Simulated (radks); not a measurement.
All-electron atom: Pb3+ in [Xe] 4f14 5d10 6s1. Calculated with a radial shooting solver on a logarithmic mesh with Libxc functionals: scalar-relativistic Kohn-Sham, LDA (Slater exchange, Perdew-Wang correlation), spin-polarised, spherical densities, point nucleus; open shells are filled with parallel spins first (spin-orbit coupling, left out, can overturn this in heavy ions).

Normalised radial functions P(r) = r R(r), r in bohr:

```
   r/bohr * 5p down, o 6s down (the largest magnitude, 1.04, reaches the edge; | marks zero, & curves that meet)
 0.001474                             *o
 0.002308                             * o
 0.003583                             |*o
 0.005564                             |*o
 0.008639                             | &
  0.01352                             |o  *
  0.02099                            o|      *
   0.0326                          o  |       *
  0.05062                          o  |     *
  0.07922                          *  |o
    0.123                 *           |    o
    0.191                           * o
   0.2966                      o      |               *
   0.4642                             | o*
   0.7207  *                          |          o
    1.119   *                    o    |
    1.738        o           *        |
     2.72               o            *|
    4.223                          o  *
    6.557                             &
```

5p down: eigenvalue -114.68 eV, 3 radial nodes at r = 0.0694, 0.200, 0.486 bohr, <r> = 0.974 bohr, 90 % of the charge inside 1.41 bohr. 6s down (empty): eigenvalue -37.490 eV, 5 radial nodes at r = 0.0187, 0.0753, 0.194, 0.436, 1.01 bohr, <r> = 2.08 bohr, 90 % of the charge inside 2.98 bohr.
